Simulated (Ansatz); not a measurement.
Two members of one family (Series ZrX4), computed with Ansatz in the gas phase; def2 core potentials for Zr, no spin–orbit coupling. The two geometries come from different levels. Binding counts from free atoms in the multiplicity of their measured ground term, without zero-point energy. A dash marks a value that wasn't run or was left out as unsound. The structures are stationary points that may keep the symmetry of their start.

First: ZrCl4 (singlet, charge 0, r2SCAN-D4/def2-SVP geometry).

```xyz
5

Zr    0.000    0.000    0.000
Cl   -1.379   -0.989    1.595
Cl   -1.133    0.136   -2.030
Cl    1.922   -1.286   -0.269
Cl    0.591    2.139    0.704
```

```
              level  HOMO (eV)  LUMO (eV)  gap (eV)  binding per atom (eV)
  PBE-D4/def2-TZVPD      -8.36      -3.56      4.79                      –
  BLYP-D4/def2-TZVP      -8.15      -3.36      4.80                   4.07
r2SCAN-D4/def2-TZVP      -8.74      -3.43      5.30                      –
   PBE0-D4/def2-SVP      -9.72      -2.71      7.01                   4.19
  LC-ωPBE/def2-TZVP     -12.52      -0.62     11.89                   4.03
```

Metal–donor distances: 4 × Cl 2.33 Å.

Second: ZrF4 (singlet, charge 0, PBE-D4/def2-SVP geometry).

```
atom   x (Å)   y (Å)   z (Å)
 Zr1   0.000   0.000   0.000
  F2   0.676   1.692  -0.567
  F3  -0.117  -1.174  -1.500
  F4  -1.733   0.231   0.764
  F5   1.175  -0.749   1.303
```

Estimate the same table for the second.


| level | HOMO (eV) | LUMO (eV) | gap (eV) | binding per atom (eV) |
| --- | --- | --- | --- | --- |
| PBE-D4/def2-TZVPD | -10.17 | -2.37 | 7.80 | – |
| BLYP-D4/def2-TZVP | -10.08 | -2.28 | 7.80 | 5.50 |
| r2SCAN-D4/def2-TZVP | -10.64 | -2.19 | 8.45 | – |
| PBE0-D4/def2-SVP | -12.03 | -1.40 | 10.63 | 5.43 |
| LC-ωPBE/def2-TZVP | -15.06 | 0.91 | 15.97 | 5.47 |

Metal–donor distances: 4 × F 1.91 Å.
